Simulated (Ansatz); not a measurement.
Cost and result for the atomization energy of C2H4GaNS (`SC1N=[C]1[GaH2]`) (9 atoms, 9 bonds).

Z-matrix (Å, degrees):
```
C
N 1 1.488
C 1 1.461 2 50.7
S 1 1.810 2 117.3 3 91.4
H 1 1.081 2 121.3 3 -114.9
Ga 3 1.996 1 111.0 2 136.2
H 4 1.348 1 97.6 2 27.7
H 6 1.557 3 113.6 1 71.5
H 6 1.559 3 117.1 1 -115.6
```

The species carries charge 0 and has multiplicity 1. Correlated methods include outer-core shells of Ga, which these sets cover unevenly. Scalar relativity is left out up to krypton. All single points use the PBE0-D4/def2-TZVP geometry. It is one conformer, not always the lowest. Program: Ansatz. All runs use 4 threads of an Intel Xeon 6975P-C on a shared host. Times are those of one run each, without the atoms' runs, and a repeat can differ threefold. Electronic energies, without spin–orbit coupling; frozen cores. CCSD(T)/CBS adds CCSD(T) − MP2 in def2-TZVPP to the MP2 limit, and its time is that of the two runs behind it. T1 = 0.014; the RHF reference is unstable towards UHF. With those shells the extrapolation isn't a true limit. HSE06 is the plane-wave form, built on full-range PBE exchange.

CCSD(T)/CBS is a level of theory with its own doubt, some kJ/mol a heavy atom from the limit and from the frozen cores, so smaller differences don't rank the functionals.

```
                           level  functions  wall time
          LDA (SPW92)/def2-TZVPP        239      0.8 s
            revPBE-D4/def2-TZVPP        239      1.1 s
 PBE-D4/def2-TZVPP (with forces)        239      1.4 s
              PBE0-D4/def2-TZVPP        239      1.8 s
             BHLYP-D4/def2-TZVPP        239      1.9 s
             HSE06-D4/def2-TZVPP        239        2 s
         CAM-B3LYP-D4/def2-TZVPP        239      2.2 s
               B2PLYP/def2-TZVPP        239      3.4 s
                CCSD(T)/def2-SVP        112      3.5 s
ωB97M-V/def2-TZVPP (with forces)        239      6.5 s
                  MP2/def2-QZVPP        450       16 s
              CCSD(T)/def2-TZVPP        239       39 s
               CCSD(T)/CBS(def2)          –       55 s
```

Q: What atomization energy does each give, and how far from CCSD(T)/CBS? (Estimate.)

A: Ansatz gave: 
```tsv
level	atomization (kcal/mol)	difference from CCSD(T)/CBS	per bond
LDA (SPW92)/def2-TZVPP	846.4	135.2	15.0
revPBE-D4/def2-TZVPP	720.5	9.3	1.0
PBE-D4/def2-TZVPP (with forces)	741.9	30.7	3.4
PBE0-D4/def2-TZVPP	719.3	8.1	0.9
BHLYP-D4/def2-TZVPP	676.3	-34.9	-3.9
HSE06-D4/def2-TZVPP	719.9	8.7	1.0
CAM-B3LYP-D4/def2-TZVPP	710.1	-1.1	-0.1
B2PLYP/def2-TZVPP	700.5	-10.7	-1.2
CCSD(T)/def2-SVP	666.3	-44.9	-5.0
ωB97M-V/def2-TZVPP (with forces)	715.7	4.5	0.5
MP2/def2-QZVPP	721.7	10.5	1.2
CCSD(T)/def2-TZVPP	690.2	-21.0	-2.3
CCSD(T)/CBS(def2)	711.2	0.0	0.0
```

The D4 term adds +10.1 kcal/mol with B3LYP and +5.2 kcal/mol with PBE0; it sums over pairs of atoms, weighted by their polarisabilities, and B3LYP, whose exchange is more repulsive, gets the larger term. From r2SCAN to r2SCAN0 (25 % exact exchange), in def2-TZVPP and without D4, the atomization energy moves by −19.0 kcal/mol: exact exchange takes away binding that semilocal exchange gives to molecules. At CCSD(T), def2-SVP lies −44.9 kcal/mol from the extrapolated value and def2-TZVPP −21.0 kcal/mol: correlation converges slowly with the basis, and small sets miss more of it in the bonded molecule than in its fragments.

B3LYP here is the variant with VWN-RPA as its local correlation; programs differ in this.
